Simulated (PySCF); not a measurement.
Ligands exchanged one at a time, Al NH2-H. Gas-phase values, no solvent. Strings in code marks are SMILES.

Quantity: redistribution energy (mixed species minus the weighted end members), in kcal/mol.

Level 1: B3LYP/3-21G // r2SCAN-D4/def2-TZVP (PySCF)
Level 2: B3LYP/6-31G* // r2SCAN-D4/def2-TZVP (PySCF)
Level 3: M06-2X/6-31G* // r2SCAN-D4/def2-TZVP (PySCF)
Level 4: HF/3-21G // r2SCAN-D4/def2-TZVP (PySCF)

| species | level 2 | level 3 | level 4 |
|---|---|---|---|
| 2 of 3 NH2 replaced by H: `[NH2][AlH2]` | -4.76 | -4.16 | -3.23 |
| 1 of 3 NH2 replaced by H: `[NH2][AlH][NH2]` | -4.02 | -3.55 | -2.62 |

What does level 1 give for each?


- 2 of 3 NH2 replaced by H: `[NH2][AlH2]`: -6.39
- 1 of 3 NH2 replaced by H: `[NH2][AlH][NH2]`: -5.00
